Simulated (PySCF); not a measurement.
Symmetry of computed structures. The calculation used PBE0-D3(BJ)/def2-SVP geometry optimisation, gas phase (PySCF). The symmetry is that of the one conformer found, every atom within 0.08 Å of its image; none is proved a minimum here.

Task: What symmetry has `[CH2:1]1[CH2:2][SiH2:3][O:4][SiH2:5]1` with Si5–C1–C2–Si3 -34°, C1–C2–Si3–O4 28°, C2–Si3–O4–Si5 -9°, Si3–O4–Si5–C1 -8°?

Result: C2; asymmetric top; symmetry number 2; 2 operations, which sort the 13 atoms into 7 sets; this conformer is chiral (no improper operation); dipole 1.90 D, along b, the twofold axis.

Task: What symmetry has `[CH3:1][C@H:2]([NH2:3])[CH2:4][CH2:5][NH2:6]` with C1–C2–N3–H -62° and 54°, C1–C2–C4–C5 -64°, C2–C4–C5–N6 180°, C4–C5–N6–H 180° and 63°?

Result: C1; near-prolate asymmetric top; symmetry number 1; this conformer is chiral (no improper operation); dipole 1.17 D.

Task: Point group, rotor type and polarity of `[N:1]#[C:2][c:3]1[cH:4][cH:5][cH:6][c:7]2[se:8][n:9][n:10][c:11]12`?

Result: Cs; asymmetric top; symmetry number 1; 2 operations, which sort the 14 atoms into 14 sets; dipole 6.36 D, in the ab plane, which is the mirror; heavy atoms equivalent by symmetry: none.

Task: What symmetry has `[H]/[N:2]=[CH:3]/[C@@H:4]1[C@H:5]2[C@H:6]([CH3:7])[C@:8]12[C:9]#[CH:10]` with N2–C3–C4–C5 -145°?

Result: C1; asymmetric top; symmetry number 1; this conformer is chiral (no improper operation); dipole 2.32 D.
